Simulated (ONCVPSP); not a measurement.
## Configuration tests for Fe (ONCV)

- Element: Fe (Z = 26)
- Generator: ONCVPSP 4.0.1
- Type: optimised norm-conserving Vanderbilt (ONCV)
- Functional: PBE
- Relativity: scalar-relativistic
- Frozen core: [Ne]
- Valence charge: 16
- Reference configuration: 3s2 3p6 3d6 4s1.75 (charge +0.25)
- Partial waves: 3s+4s: rc 1.20 bohr, ncon 4, nbas 7, qcut 8.7 1/bohr, 2 projectors; 3p: rc 1.30 bohr, ncon 3, nbas 6, qcut 13.4 1/bohr, 1 projector; 3d: rc 1.65 bohr, ncon 5, nbas 10, qcut 9.3 1/bohr, 1 projector; f scattering state at 0.02 Ha: rc 1.40 bohr, ncon 4, nbas 8, qcut 9.2 1/bohr, 2 projectors, debl 3.9 Ha
- Local potential: polynomial inside 1.05 bohr (lpopt 3, dvloc0 4 Ha)
- Core correction: Teter function, fcfact 3.75, rcfact 1.2

Energies are relative to the spin-unpolarised reference configuration 3s2 3p6 3d6 4s1.75; without spin polarisation the order of configurations can differ from experiment.

```tsv
valence configuration	charge	ΔE all-electron (eV)	error AE − PS (meV)
3s2 3p6 3d6 4s0	+2	23.403	+3.3
3s2 3p6 3d6 4s1 4p1	0	2.576	-6.1
```

Question: What are ΔE and the potential's error for 3s2 3p6 3d6 4s2?

Answer: ΔE = -1.530 eV all-electron; the error (AE − PS) is +0.2 meV.

Question: What are ΔE and the potential's error for 3s2 3p6 3d6 4s1?

Answer: ΔE = 7.200 eV all-electron; the error (AE − PS) is +0.3 meV.
